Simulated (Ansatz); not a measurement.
Input for Ansatz (an electronic-structure program): R-B3LYP/def2-TZVPP on ClGeHO (SMILES [OH][Ge][Cl]), a point of a torsion scan.

Ansatz 0.2 input:
```yaml
crystal:
  periodic: [false, false, false]
  atoms:
    - {symbol: O, position_ang: [-1.01288680, 0.12611522, 0.21183959]}
    - {symbol: Ge, position_ang: [0.45684680, 1.01350525, -0.13100336]}
    - {symbol: Cl, position_ang: [1.71394375, -0.59132426, -0.92297137]}
    - {symbol: H, position_ang: [-1.43231232, -0.64424689, -0.16621369]}
basis:
  gaussian:
    orbitals: def2-TZVPP
hamiltonian:
  xc: {name: B3LYP}
scf: {lower_state_search: off}
```

Program output:

```
WARN ansatz: RAYON_NUM_THREADS=1 ignored (pool sized by the plan → 1); use --threads N
Functional definition: B3LYP
these checks for a lower state are left out or cut short: stability, starts, cluster_reference, orbital_swaps, neighbouring_geometries, increment
integrals: 0.06 GiB planned
912 factors; their error is unknown
mean field: 0.50 GiB planned
mean field evaluation 1: about -71102.3668 eV, gradient 6.4e1 eV
mean field evaluation 2: about -71053.8671 eV, gradient 1.6e2 eV
mean field evaluation 4: about -71108.5985 eV, gradient 1.2e1 eV
mean field evaluation 8: about -71108.8853 eV, gradient 1.4e-1 eV
mean field evaluation 16: about -71109.1292 eV, gradient 1.3e-4 eV
mean field -71109.12920162 eV, -2613.2122986608 hartree, gradient 6.6e-6 eV, S^2 0.000000; 0 other end points of the search recorded, 0 dependent functions left out
reference -71109.12940595 eV, -2613.2123061695 hartree; 29, 29 occupied and 106, 106 virtual orbitals, 912 factors
Total energy: -71109.12940595 eV, -2613.2123061695 hartree
Checks for a lower state left out: stability, starts, cluster_reference, orbital_swaps, neighbouring_geometries, increment
```

The calculation finished and met its thresholds.

Cost: roughly 2.1 core-seconds.
